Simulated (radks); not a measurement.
Fractional charge and spin in the 5p shell of ytterbium: the spin-up occupation runs from 2 to 3 and the spin-down occupation from 2 to 3; the fullest corner is Yb2+, [Kr] 4d10 4f14 5s2 5p(up 3, down 3). All-electron calculation, scalar-relativistic Kohn-Sham, r2SCAN, spin-polarised, spherical densities, finite nucleus; meta-GGA in the generalised Kohn-Sham scheme; Fermi nuclear charge, rms radius of each element as measured or else 0.836 A^(1/3) + 0.57 fm. Program: a radial shooting solver on a logarithmic mesh with Libxc functionals. Energy (eV) above the fullest corner. The planes named below are the two flat planes that join the four corners, with an edge along up + down = one added electron.

| down \ up | 2 | 2.5 | 3 |
|---|---|---|---|
| 2 | 113.968 | 79.981 | 49.486 |
| 2.5 | 79.981 | 49.846 | 23.102 |
| 3 | 49.486 | 23.102 | 0.000 |

Corners above the fullest one (they belong to Yb3+ and the next ion): (up 3, down 2) 49.486 eV, (up 2, down 3) 49.486 eV, (up 2, down 2) 113.97 eV. With half an added electron in each spin the energy lies 0.359 eV from the planes, and with half an added electron in spin up alone -1.746 eV. The planes are only a guide here: the flat-plane condition holds for ground states with one frontier orbital, while this shell lies below other occupied shells, so the corners above the fullest one are inner-hole states and not the ground states of those ions.
